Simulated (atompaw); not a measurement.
**tantalum (Ta): one change to a PAW (atompaw) potential, before and after**

tantalum (Ta), PAW, made with atompaw 4.2.0.5 (PBE, scalar-relativistic). Core [Kr] 4d10 4f14 5s2, reference 5p6 5d3 6s0 6p0 (charge +2). Waves: 6s (bound, empty): rc 2.60 bohr; 6s channel at 2.1 Ry: rc 2.60 bohr; 5p (bound): rc 2.25 bohr; 6p (bound, empty): rc 2.60 bohr; 5d (bound): rc 2.60 bohr; 5d channel at -0.45 Ry: rc 2.55 bohr. Local part: troulliermartins scheme with l = 3 at 0 Ry, radius 2.40 bohr. Core correction: smooth core density matched at 1.95 bohr. Augmentation charge: besselshape compensation charge, radius 1.95 bohr; PAW radius 2.60 bohr; waves and projectors: custom rrkj gramschmidtortho.

Change: wave 5d (bound): rc 2.60 bohr becomes 5d (bound): rc 1.82 bohr.

Cutoffs: the cutoffs (Ry, on a coarse ladder) from which the occupation-weighted sum of valence levels, in a spherical-Bessel basis at the reference potential, stays within 10 and 1 mRy of its value at 400 Ry; they do not see the model core or the augmentation charge, which bear on the density cutoff.

Task: What does the change do?

Result: The potential gets harder (18 Ry and 30 Ry → 30 Ry and 40 Ry); both files keep a bound ghost (s).

| quantity | base | changed |
| --- | --- | --- |
| cutoff, loose | 18 Ry | 30 Ry |
| cutoff, tight | 30 Ry | 40 Ry |
| loose cutoff by channel (10 mRy a level) | p 15 Ry, d 12 Ry | p 15 Ry, d 25 Ry |
| bound ghosts | s | s |
| s: phases at 2.61 bohr within 0.05 rad from the reference energy up to (Ry; the scan ends near 5) | n/a | n/a |
| p: phases at 2.61 bohr within 0.05 rad from the reference energy up to (Ry; the scan ends near 5) | -0.4 | -0.4 |
| d: phases at 2.61 bohr within 0.05 rad from the reference energy up to (Ry; the scan ends near 5) | 0.2 | 0.7 |
| lowest overlap eigenvalue by channel | s 0.60, p 0.58, d 0.41 | s 0.60, p 0.58, d 0.80 |

 A true bound ghost makes a file unfit for plane-wave use even where its test errors are small: the radial tests pick states by their node count and pass the ghost by. The cutoffs see the waves, projectors and local potential, not the compensation charge or the core.
